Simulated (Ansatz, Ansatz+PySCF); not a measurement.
```yaml
atoms:
  - { symbol: Fe, position_ang: [0.0000, 0.0000, 0.0000] }
  - { symbol: H, position_ang: [0.0000, 0.0000, 1.6600] }
  - { symbol: H, position_ang: [0.0000, 0.0000, -1.6600] }
```

Basis set: def2-SVP (spherical functions). Charge 0, multiplicity 5.

Computed with Ansatz (development build ahead of 0.2.0); each method stands on the lowest determinant of its kind that the runs found. Restricted functionals stand beside restricted open-shell atoms, which can lie above the unrestricted atoms usual in DFT and then raise those values.

Give the atomization energy at this shape (free ground-state atoms in the same class of orbitals less the molecule, no zero-point energy) of quintet FeH2 by PBE0 (unrestricted), PBE0 (restricted open-shell), UHF, ROHF.

```tsv
method	atomization energy
PBE0 (unrestricted)	4.96 eV
PBE0 (restricted open-shell)	4.91 eV
UHF	3.66 eV
ROHF	3.60 eV
```
